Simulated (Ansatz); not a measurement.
Cost and result for the atomization energy of CH₂Cl₂FSi (`[CH2][Si](F)(Cl)Cl`) radical (7 atoms, 6 bonds).

Total charge 0; spin multiplicity 2. The structure was optimised at the PBE0-D4/def2-TZVP level. Program: Ansatz. All runs use 4 threads of a server CPU on a shared host. Times are those of one run each, without the atoms' runs, and a repeat can differ threefold. Electronic energies, without spin–orbit coupling; frozen cores. CCSD(T)/CBS adds CCSD(T) − MP2 in def2-TZVPP to the MP2 limit, and its time is that of the two runs behind it. T1 = 0.011; ⟨S²⟩ of the reference is 0.76.

CCSD(T)/CBS is a level of theory with its own doubt, some kJ/mol a heavy atom from the limit and from the frozen cores, so smaller differences don't rank the functionals.

```tsv
level	functions	wall time
LDA (SPW92)/def2-TZVPP	216	1.8 s
BLYP-D4/def2-TZVPP	216	3.2 s
PBE-D4/def2-TZVPP (with forces)	216	3.6 s
CAM-B3LYP-D4/def2-TZVPP	216	6.5 s
PBE-QIDH/def2-TZVPP	216	7 s
r2SCAN-D4/def2-TZVPP (with forces)	216	8.5 s
CCSD(T)/def2-SVP	92	9 s
r2SCANh-D4/def2-TZVPP	216	10 s
ωB97X-V/def2-TZVPP	216	13 s
B97M-V/def2-TZVPP	216	16 s
MP2/def2-QZVPP	384	21 s
CCSD(T)/def2-TZVPP	216	5.7 min
CCSD(T)/CBS(def2)	–	6.1 min
```

(1) What atomization energy does each give, and how far from CCSD(T)/CBS? (Best estimate.)

Answers

(1) Computed: 
```
                             level  atomization (kcal/mol)  difference from CCSD(T)/CBS  per bond
            LDA (SPW92)/def2-TZVPP                   701.4                         84.7      14.1
                BLYP-D4/def2-TZVPP                   607.9                         -8.8      -1.5
   PBE-D4/def2-TZVPP (with forces)                   626.5                          9.8       1.6
           CAM-B3LYP-D4/def2-TZVPP                   614.2                         -2.5      -0.4
               PBE-QIDH/def2-TZVPP                   615.8                         -0.9      -0.1
r2SCAN-D4/def2-TZVPP (with forces)                   624.4                          7.7       1.3
                  CCSD(T)/def2-SVP                   565.3                        -51.4      -8.6
             r2SCANh-D4/def2-TZVPP                   620.0                          3.3       0.6
                ωB97X-V/def2-TZVPP                   618.0                          1.3       0.2
                 B97M-V/def2-TZVPP                   623.4                          6.7       1.1
                    MP2/def2-QZVPP                   629.9                         13.2       2.2
                CCSD(T)/def2-TZVPP                   597.0                        -19.7      -3.3
                 CCSD(T)/CBS(def2)                   616.7                          0.0       0.0
```

In def2-TZVPP, CCSD(T) changes the Hartree–Fock value by +128.6 kcal/mol (the triples alone add +9.8 kcal/mol) and MP2 by +149.6 kcal/mol; breaking electron pairs costs correlation energy, which Hartree–Fock lacks. Leaving LDA and LC-ωPBE aside and taking each functional with its dispersion term where it has one, the values, not all of them listed here, spread over 30.4 kcal/mol, from BHLYP-D4 to PBE-D4. LDA lies +80.0 kcal/mol from PBE without D4, its usual overbinding. The D4 term adds +8.3 kcal/mol with B3LYP and +4.3 kcal/mol with PBE0; it sums over pairs of atoms, weighted by their polarisabilities, and B3LYP, whose exchange is more repulsive, gets the larger term.

B3LYP here is the variant with VWN-RPA as its local correlation; programs differ in this.
